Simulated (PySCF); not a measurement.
Stationary points of BrF₃

All numbers come from PBE0 in PySCF with Br def2-TZVP, F def2-TZVP; no relativity; density-fitted integrals.

Relaxations began from a few typed shapes. The search is not exhaustive: other isomers or separated fragments can lie lower, and high-lying points may rest on an excited occupation.

| spin | group | bonds | angles | imaginary modes (cm⁻¹) | ΔE (kJ/mol) | ΔE with ZPE (kJ/mol) |
| --- | --- | --- | --- | --- | --- | --- |
| singlet | C2v | Br–F 1.722 Å, Br–F 1.809 Å (×2) | F–Br–F 85.8° (×2), F–Br–F 171.6° | none | 0.0 | 0.0 |
| singlet | D3h | Br–F 1.827 Å (×3) | F–Br–F 120.0° (×3) | 90i, 90i | 73.6 | – |
| singlet | Cs | Br–F 1.712 Å, Br–F 1.900 Å (×2) | F–Br–F 73.0°, F–Br–F 96.7° (×2) | 341i, 93i | 288.8 | – |

The lowest minimum found is the singlet C2v: Br–F 1.722 Å, Br–F 1.809 Å (×2); F–Br–F 85.8° (×2), F–Br–F 171.6°.

Counting electrons, bromine keeps 4 of its valence electrons outside its bonds, so the VSEPR class is AX3E2 and the expected shape is T-shaped (C2v), as computed.
